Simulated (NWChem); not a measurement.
## Atomisation of ethylene carbonate (C3H4O3)

```xyz
10

O      0.0000     0.0000    -2.0310
C      0.0000     0.0000    -0.8464
O     -0.1002     1.0999    -0.0702
C      0.0989     0.7579     1.2869
C     -0.0989    -0.7579     1.2869
O      0.1002    -1.0999    -0.0702
H     -0.6286     1.2956     1.9101
H      1.1166     1.0518     1.5934
H      0.6286    -1.2956     1.9101
H     -1.1166    -1.0518     1.5934
```
Charge 0, spin multiplicity 1.

All runs are NWChem calculations. Structure: optimised with PBE0/def2-SVP, a minimum by its harmonic frequencies. It is one conformer; others weren't searched.

Basis set: def2-SVP. The atomisation energy is electronic alone: no zero-point, thermal, spin-orbit or counterpoise terms. No value is extrapolated to the basis-set limit. Free atoms are single determinants with multiplicities O 3, C 3, H 2. Correlated methods freeze the same cores in atoms and molecule, 6 orbitals in all.

```
method       atomisation energy (kcal/mol)  relative cost
-----------  -----------------------------  -------------
HF                                   737.6              1
LDA (SVWN5)                         1281.3        under 3
PBE0                                1079.9        under 3
B3LYP                               1063.7        under 3
PBE                                 1117.4        under 3
BLYP                                1072.1        under 3
MP2                                 1036.0        under 3
r2SCAN                              1078.4        under 3
CAM-B3LYP                           1076.1             10
```

The values span 543.7 kcal/mol, from HF (lowest) to LDA (SVWN5) (highest). Relative cost: rough, from shared machines, SCF included, HF = 1. Costs are the molecule's.

B3LYP has NWChem's definition, with VWN1-RPA local correlation. GW and range-separated runs recompute their integrals, the others keep them in memory, which bears on the times. The stability of the SCF solutions was not checked. Open-shell Hartree-Fock references start from PBE0 orbitals; any time given for them includes that run.
